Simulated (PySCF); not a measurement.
Compound: C₆H₅O₂S (doublet state).
Cartesian coordinates in Å at the GFN2-xTB level; atoms count from 1:
```xyz
14
C6H5O2S angstrom
C      3.6796    0.2704    0.1621
C      2.4691    0.1946    0.0587
C      1.1248    0.1252   -0.1067
C      0.1061   -0.7657    0.4019
O      0.1379   -1.6180    1.2570
C     -1.0516   -0.3073   -0.4773
C     -2.3185    0.0989    0.2419
S     -0.0106    1.1299   -1.1159
O      0.2875    0.9726   -2.5338
H      4.7218    0.3229    0.2752
H     -1.2469   -1.0099   -1.2891
H     -3.0525    0.4894   -0.4593
H     -2.1044    0.8621    0.9877
H     -2.7429   -0.7655    0.7501
```

The species is `C#C[C]1C(=O)[C@@H](C)[S@@]1=O` [radical].

Computed with UKS B3LYP, pcH-1 on C H O S, non-relativistic, mean-field spin-orbit, GIAO in PySCF 2.14.0. One conformer (not necessarily the lowest) at the GFN2-xTB geometry, without solvent, vibrations or thermal averaging. The geometry wasn't refined by DFT: couplings that depend on bond lengths, twists or pyramidal angles can differ widely from those at the functional's own minimum. The SCF solution wasn't tested for stability.

(1) Predict the first-order ENDOR lines of H10 and H11 under fast tumbling at B = 345.5 mT (X band).

(2) Which pairs are centred on the nuclear Larmor frequency, and which on half the coupling?

(3) At what field would the lower line of H10 fall to zero frequency?

## Answers

(1) ν± = |νn ± a/2|, one line for each electron-spin manifold; νn = |g_N| × 7.62259 MHz/T × B.

| nuclei | isotope | g_N | νn (MHz) | a_iso (MHz) | lower line (MHz) | upper line (MHz) |
| --- | --- | --- | --- | --- | --- | --- |
| H10 | 1H | 5.5857 | 14.71 | -35.59 | 3.08 | 32.50 |
| H11 | 1H | 5.5857 | 14.71 | -0.59 | 14.41 | 15.01 |

(2) Centred on νn, since |a| < 2νn: H11. Centred on |a|/2 and split by 2νn: H10.

(3) Where νn = |a|/2, that is B = 17.79 MHz/(5.5857 × 7.62259 MHz/T) = 418 mT, as far as first order holds there.

The largest Mulliken spin populations are on C3 (+0.58), C1 (+0.45), O5 (+0.20) and C2 (-0.19). Three atoms exceed +0.15. The positive populations add up to 1.29 and the negative ones to -0.29, together 2S = 1. The angles at C3 add up to 360.0°, so it is planar.
